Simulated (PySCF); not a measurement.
**RbMg: from constants to spectrum**

ROHF-CCSD(T) constants of RbMg, ²Σ⁺ (doublet), unpaired electrons σ ↑ (basis Rb def2-SVPD with ECP28, Mg def2-SVPD; scalar-relativistic core potentials; PySCF 2.14; masses 84.9118 and 23.9850 u):

| Quantity | Value |
| --- | --- |
| ωe | 43.6 cm⁻¹ |
| ωexe | 1.45 cm⁻¹ |
| Be | 0.04648 cm⁻¹ |
| αe | 0.00129 cm⁻¹ |
| D (centrifugal) | 2.11e-07 cm⁻¹ |
| De to Rb + Mg | 0.068 eV |

(1) Give the vibrational terms G(v) and spacings up to v = 3.

(2) How well does the Morse estimate ωe²/(4ωexe) reproduce De, and what is D0?

Correlated steps freeze 1 core orbital. The bond is weak. Basis-set superposition, not corrected here, can be much of De in a small basis, most of all at correlated wavefunction levels. Spin–orbit coupling is left out. The state is the lowest determinant that a PBE0 search found; another state may lie lower at other levels.

## Answers

(1) G(v) = ωe(v+½) − ωexe(v+½)².

| v | G(v) (cm⁻¹) | G(v) − G(v−1) | Bv (cm⁻¹) |
| --- | --- | --- | --- |
| 0 | 21 |  | 0.04584 |
| 1 | 62 | 41 | 0.04455 |
| 2 | 100 | 38 | 0.04326 |
| 3 | 135 | 35 | 0.04197 |

(2) It gives 0.041 eV, 60 % of the computed De. D0 = De − G(0) = 0.068 − 0.003 = 0.065 eV.
